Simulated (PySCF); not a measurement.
## Exercise with solution: oscillator strength and radiative lifetime

CH5BrInN, SMILES [Br][In]([CH3])[NH2].

The structure is a stationary point at B3LYP-D3(BJ)/def2-SVP. The structure was generated by enumeration; whether it is a known compound was not checked. The def2 effective core potentials stand for the cores of In; spin–orbit coupling is left out. The values are those of a single conformer.

PySCF with TDA-ωB97X/def2-SVPD puts the first singlet state with f over 0.02 at 5.50 eV (vertical), with the transition dipole (0.045, 0.022, 0.591) in atomic units.

Find the oscillator strength, the wavelength and the radiative lifetime that this transition would have in vacuum if emission retraced absorption.


|μ|² = 0.3518 au, so |μ| = 1.51 D. ΔE = 5.50/27.211 = 0.2021 hartree. f = (2/3) ΔE |μ|² = 0.047 (the program prints 0.047).
λ = 1239.84/5.50 = 225 nm; ν = 44360 cm⁻¹.
Einstein's coefficient A = 0.6670 ν² f s⁻¹ (ν in cm⁻¹) = 6.2e7 s⁻¹, so τ = 1/A = 16 ns. This state is S1. The figure is the radiative limit of this one transition; relaxation, internal conversion, crossing to triplets and a medium change what is measured.
